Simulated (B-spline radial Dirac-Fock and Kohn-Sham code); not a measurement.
Form factor and incoherent scattering function of Re¹¹⁺

System: rhenium as Re¹¹⁺, 1s2 2s2 2p6 3s2 3p6 3d10 4s2 4p6 4d10 4f14 5s2 5p2.

Level of theory: Dirac-Fock densities; a radial finite-basis atomic code. f₀ is the Fourier transform of the spherical electron density, S the Waller-Hartree incoherent function, and s = sin θ/λ.

| s (Å⁻¹) | f₀ | S |
| --- | --- | --- |
| 0 | 64.000 | 0.000 |
| 0.05 | 63.717 | 0.278 |
| 0.1 | 62.884 | 1.076 |
| 0.15 | 61.549 | 2.301 |
| 0.2 | 59.781 | 3.825 |
| 0.25 | 57.670 | 5.515 |
| 0.3 | 55.307 | 7.260 |
| 0.35 | 52.786 | 8.985 |
| 0.4 | 50.189 | 10.646 |
| 0.45 | 47.584 | 12.230 |
| 0.5 | 45.026 | 13.739 |
| 0.6 | 40.193 | 16.576 |
| 0.7 | 35.861 | 19.234 |
| 0.8 | 32.072 | 21.742 |
| 0.9 | 28.809 | 24.097 |
| 1 | 26.033 | 26.296 |
| 1.1 | 23.698 | 28.350 |
| 1.2 | 21.754 | 30.280 |
| 1.4 | 18.821 | 33.842 |
| 1.6 | 16.796 | 37.049 |
| 1.8 | 15.296 | 39.873 |
| 2 | 14.052 | 42.294 |
| 2.5 | 11.290 | 46.826 |
| 3 | 8.883 | 49.930 |
| 3.5 | 7.087 | 52.253 |
| 4 | 5.923 | 54.086 |
| 5 | 4.715 | 56.779 |
| 6 | 3.965 | 58.622 |

f₀ starts at the number of electrons, 64, and has fallen to half at s ≈ 0.80 Å⁻¹. The sum of ⟨r²⟩ over the electrons is 15.43 bohr².

Values without a named source are computed, but for edge energies of neutral atoms, which are taken from tables.
